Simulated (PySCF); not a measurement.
# Calculated NMR parameters of O=COC1=C/C=C\C=C/C=C\1

```yaml
Formula: C9H8O2
SMILES: O=COC1=C/C=C\C=C/C=C\1
InChI: InChI=1S/C9H8O2/c10-8-11-9-6-4-2-1-3-5-7-9/h1-8H/b2-1-,3-1?,4-2?,5-3-,6-4-,7-5?,9-6?,9-7+
Point_group_of_the_computed_structure: C1
Degrees_of_unsaturation: 6
Carbon_signals: 9
Proton_signals: 8
```

Molfile (atoms numbered from 1):
```
C9H8O2
     RDKit          3D

 19 19  0  0  0  0  0  0  0  0999 V2000
    3.0819    1.2040    1.1672 O   0  0  0  0  0  0  0  0  0  0  0  0
    3.1360    0.0378    0.9093 C   0  0  0  0  0  0  0  0  0  0  0  0
    2.2554   -0.7210    0.2849 O   0  0  0  0  0  0  0  0  0  0  0  0
    1.0301   -0.2687   -0.2231 C   0  0  0  0  0  0  0  0  0  0  0  0
    0.7117    1.0075   -0.4195 C   0  0  0  0  0  0  0  0  0  0  0  0
   -0.5385    1.4621   -1.0283 C   0  0  0  0  0  0  0  0  0  0  0  0
   -1.7632    1.2051   -0.5834 C   0  0  0  0  0  0  0  0  0  0  0  0
   -2.1030    0.3938    0.5870 C   0  0  0  0  0  0  0  0  0  0  0  0
   -1.7726   -0.8795    0.7702 C   0  0  0  0  0  0  0  0  0  0  0  0
   -1.0027   -1.7025   -0.1643 C   0  0  0  0  0  0  0  0  0  0  0  0
    0.2153   -1.4349   -0.6165 C   0  0  0  0  0  0  0  0  0  0  0  0
    3.9901   -0.6090    1.1854 H   0  0  0  0  0  0  0  0  0  0  0  0
    1.4147    1.7906   -0.1740 H   0  0  0  0  0  0  0  0  0  0  0  0
   -0.4058    2.1395   -1.8637 H   0  0  0  0  0  0  0  0  0  0  0  0
   -2.6121    1.6746   -1.0669 H   0  0  0  0  0  0  0  0  0  0  0  0
   -2.7434    0.8875    1.3090 H   0  0  0  0  0  0  0  0  0  0  0  0
   -2.1473   -1.4118    1.6368 H   0  0  0  0  0  0  0  0  0  0  0  0
   -1.4858   -2.6269   -0.4600 H   0  0  0  0  0  0  0  0  0  0  0  0
    0.7292   -2.1394   -1.2576 H   0  0  0  0  0  0  0  0  0  0  0  0
  1  2  2  0
  2  3  1  0
  3  4  1  0
  4  5  2  0
  5  6  1  0
  6  7  2  0
  7  8  1  0
  8  9  2  0
  9 10  1  0
 10 11  2  0
 11  4  1  0
  2 12  1  0
  5 13  1  0
  6 14  1  0
  7 15  1  0
  8 16  1  0
  9 17  1  0
 10 18  1  0
 11 19  1  0
M  END
```

All values are calculated (PySCF): structure optimised with GFN2-xTB, shieldings: GIAO PBE0/pcSseg-1. No solvent model, one computed conformer, non-relativistic.

Shifts are taken against calculated references (same method and geometry level): ¹H and ¹³C against TMS; H2O for ¹⁷O.

```tsv
carbon	δC, type	δH (multiplicity)	HMBC from (2–3 bonds)	span of the C tensor (ppm)
C2	163.2, CH	8.21 (s)	–	166
C4	154.3, C	–	H12, H13, H18, H14, H19	158
C5	128.3, CH	7.59 (d)	H14, H15, H19	184
C6	139.2, CH	6.17 (m)	H13, H16, H15	203
C7	139.5, CH	6.11 (m)	H13, H16, H17, H14	207
C8	142.6, CH	6.37 (m)	H18, H17, H14, H15	217
C9	139.8, CH	6.25 (m)	H18, H16, H15, H19	207
C10	144.9, CH	6.37 (m)	H16, H17, H19	220
C11	137.0, CH	6.05 (d)	H13, H18, H17	204
```

Other nuclei:
```
atoms  nucleus            environment  δ (ppm)  σ (ppm)
   O1      ¹⁷O  ester carbonyl oxygen    459.4   -123.3
   O3      ¹⁷O    ester alkoxy oxygen    256.1     80.0
```

1. Carbon types of the structure: 1 × C, 8 × CH, which accounts for all hydrogens.
2. δC 163.2: ester carbonyl carbon; it is a carbonyl in resonance with an O or N lone pair, the region of acids, esters and amides.
3. δC 154.3: alkene carbon bearing oxygen; an sp2 carbon further deshielded by the attached heteroatom.
4. δC 144.9, 142.6, 139.8, 139.5, 139.2, 137.0: alkene CH; an sp2 carbon of a C=C bond.
5. δC 128.3: β carbon of an enol-ether or enamine type C=C.
6. δH 6.37, 6.37, 6.25, 6.17, 6.11, 6.05: hydrogen on an alkene CH; a vinylic proton, deshielded by the sp2 carbon and the C=C anisotropy.

Shifts are as computed. Against solution values, carbons near 30 ppm lie about +3 ppm off and those near 130 ppm about +5 ppm. Of 1211 compounds with measured shifts, 218 miss one by over three times the rms of a fit or turn the order of signals round; such compounds aren't used in these exercises. Unscaled 17O shifts of doubly bonded oxygen tend to come out too high, by tens of ppm or more. Experimental scales use liquid or dissolved standards, which lie at an offset from isolated H2O (liquid H2O: subtract about 36 ppm). No couplings were computed; multiplicities are counted from neighbouring protons, with m where these are inequivalent, close in shift, in a saturated or five-membered ring or joined by F or P, and br s for small geminal =CH2 splittings.
